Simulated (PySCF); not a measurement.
# Structure revision by computed shifts

A compound C7H12NP gives the data below (simulated from a calculation) and was assigned the structure `Cc1cn(C(C)C)cp1`.

$^{13}$C{$^{1}$H} NMR (computed): δ 162.2 (C), 157.7 (CH), 130.3 (CH), 50.5 (CH2), 28.3 (CH2), 25.8 (CH3), 21.6 (CH3).

$^{1}$H NMR (500 MHz, computed): δ 7.80 (m, 1H), 7.21 (m, 1H), 4.04 (q, 2H), 2.81 (m, 2H), 1.41 (t, 3H), 1.26 (t, 3H).

PySCF 2.14 calculation with GIAO PBE0/pcSseg-1 shieldings and geometry from GFN2-xTB; non-relativistic Hamiltonian, no solvent, fast rotation and ring inversion assumed for equivalent nuclei, one conformer.

Scale: $^{1}$H (σref 31.72) and $^{13}$C (σref 186.93) vs TMS (reference shieldings calculated alike).

(1) Compare with the shifts computed for the proposed structure, pairing carbons in order of shift.

(2) Which isomer fits?

Answers

(1) Mapped SMILES: `[CH3:1][c:2]1[cH:3][n:4]([CH:5]([CH3:6])[CH3:7])[cH:8][p:9]1` (H(Xn): hydrogen on atom n).

```json
{"atom": "C8", "computed for proposal": "159.3", "given list": "162.2", "difference": "-2.9"}
{"atom": "C2", "computed for proposal": "154.0", "given list": "157.7", "difference": "-3.7"}
{"atom": "C3", "computed for proposal": "126.6", "given list": "130.3", "difference": "-3.7"}
{"atom": "C5", "computed for proposal": "58.0", "given list": "50.5", "difference": "+7.5"}
{"atom": "C6", "computed for proposal": "26.3", "given list": "28.3", "difference": "-2.0"}
{"atom": "C7", "computed for proposal": "26.3", "given list": "25.8", "difference": "+0.5"}
{"atom": "C1", "computed for proposal": "18.7", "given list": "21.6", "difference": "-2.9"}
```

The rms difference is 3.9 ppm and the largest +7.5 ppm at C5 (sp3 CH bonded to N). The proposal also would give 6 carbon signals, not 7. The carbon types in order of shift don't match either: CH, C, CH, CH, CH3, CH3, CH3 for the proposal against C, CH, CH, CH2, CH2, CH3, CH3 in the data. The proposal doesn't fit.

(2) `CCc1cn(CC)cp1`.

δC 162.2: substituted aromatic carbon. δC 157.7, 130.3: aromatic CH next to a ring nitrogen. δH 7.80, 7.21: hydrogen on an aromatic CH next to a ring nitrogen; the ring current deshields protons in the ring plane. δH 4.04: hydrogen on an sp3 CH2 bonded to N; its carbon carries N, an electronegative neighbour.

The shifts were computed for this structure.

Splittings by $^{31}$P in the carbon and heteronuclear signals aren't shown, as no couplings were computed. Shifts are as computed. Against solution values, carbons near 30 ppm lie about +3 ppm off and those near 130 ppm about +5 ppm. Of 1211 compounds with measured shifts, 218 miss one by over three times the rms of a fit or turn the order of signals round; such compounds aren't used in these exercises. Multiplicities follow the n + 1 count of equivalent neighbours, as no J values were calculated; m marks all less simple cases, F and P coupling included.
